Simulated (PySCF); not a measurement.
# Löwdin shares of the frontier orbitals

Compound: C₅H₁₄GeO.
Atom-mapped SMILES: `[CH3:1][O:2][GeH2:3][C:4]([CH3:5])([CH3:6])[CH3:7]` (hydrogens: H8, H9, H10 on C1; H11, H12 on Ge3; H13, H14, H15 on C5; H16, H17, H18 on C6; H19, H20, H21 on C7)

Geometry (PBE0-D3(BJ)/def2-SVP, Å), atoms numbered from 1 in this order:
```xyz
21
C5H14GeO angstrom
C      3.141   -1.021   -0.071
O      1.769   -0.888    0.146
Ge     0.913    0.625   -0.278
C     -0.962    0.252    0.179
C     -1.802    1.492   -0.120
C     -1.025   -0.099    1.666
C     -1.427   -0.934   -0.666
H      3.740   -0.301    0.521
H      3.421   -0.891   -1.135
H      3.452   -2.035    0.231
H      1.520    1.782    0.555
H      1.125    0.896   -1.788
H     -1.477    2.364    0.471
H     -2.862    1.305    0.129
H     -1.762    1.771   -1.186
H     -2.061   -0.352    1.954
H     -0.702    0.743    2.299
H     -0.385   -0.963    1.900
H     -2.469   -1.198   -0.413
H     -1.396   -0.705   -1.744
H     -0.799   -1.820   -0.491
```

Computed, not measured: TDDFT wB97X-D/def2-SVPD, vertical, gas phase, core orbitals frozen in the response (PySCF 2.14.0, density-fitted response routines). The wB97X-D/def2-SVPD calculation is non-relativistic and has no spin–orbit coupling, an omission that weighs most on germanium.

Kohn–Sham orbitals with the atoms that hold most of them (Löwdin shares over 4%, at most four atoms; ? is withheld):

```tsv
orbital	ε (eV)	atoms
LUMO+2	2.61	Ge3 23%, O2 8%, C6 7%, H11 7%
LUMO+1	2.11	Ge3 26%, H12 10%, H11 10%, C1 9%
LUMO	?	Ge3 34%, H12 8%, H11 8%, C5 5%
HOMO	-9.50	?
HOMO-1	-9.58	?
HOMO-2	-10.29	O2 53%, C1 16%, H10 9%, Ge3 8%
HOMO-3	-11.27	C4 18%, C7 14%, C6 14%, Ge3 13%
```

Which atoms hold the HOMO, and with what shares?

O2 (bonded to C and Ge) 55%; C1 (bonded to O and 3 H) 12%; Ge3 (bonded to C, O and 2 H) 9%; H11 (bonded to Ge) 6%.

Give the leading atoms of the HOMO-1.

C4 (bonded to 3 C and Ge) 29%; Ge3 (bonded to C, O and 2 H) 20%; C6 (bonded to C and 3 H) 7%; C7 (bonded to C and 3 H) 7%. By element: carbon 42% or more, germanium 20%.

What is the LUMO energy, and the HOMO–LUMO gap?

ε(LUMO) = 2.06 eV; the gap is 11.57 eV (0.4250 hartree).

How does S1 compare with the orbital gap of 11.57 eV?

S1 is at 6.91 eV (f = 0.0006), 4.65 eV below the gap, made of HOMO→LUMO+1 (78%). Its leading pair isn't HOMO and LUMO; the energies of that pair differ by 11.61 eV. 

One configuration dominates each of S1, S2, S3 and S4. Which, and how do the shares of the two leading atoms of either orbital change from the occupied to the empty one?

- S1 (6.91 eV, f 0.0006), HOMO→LUMO+1 (78%): O2 55% → at most 10%, C1 12% → 9%, Ge3 9% → 26%, H12 at most 7% → 10%
- S2 (7.35 eV, f 0.016), HOMO-1→LUMO+1 (83%): C4 29% → at most 10%, Ge3 20% → 26%, H12 at most 7% → 10%
- S3 (7.67 eV, f 0.066), HOMO→LUMO (77%): O2 55% → at most 6%, C1 12% → at most 6%, Ge3 9% → 34%, H12 at most 7% → 8%
- S4 (7.75 eV, f 0.066), HOMO-1→LUMO (80%): C4 29% → at most 6%, Ge3 20% → 34%, H12 at most 7% → 8%

Löwdin shares depend on the basis, the more so with diffuse functions.

One conformer stands for the species.

Without π bonds the low states are Rydberg-like; a valence basis with one diffuse set may place them up to an eV too high.
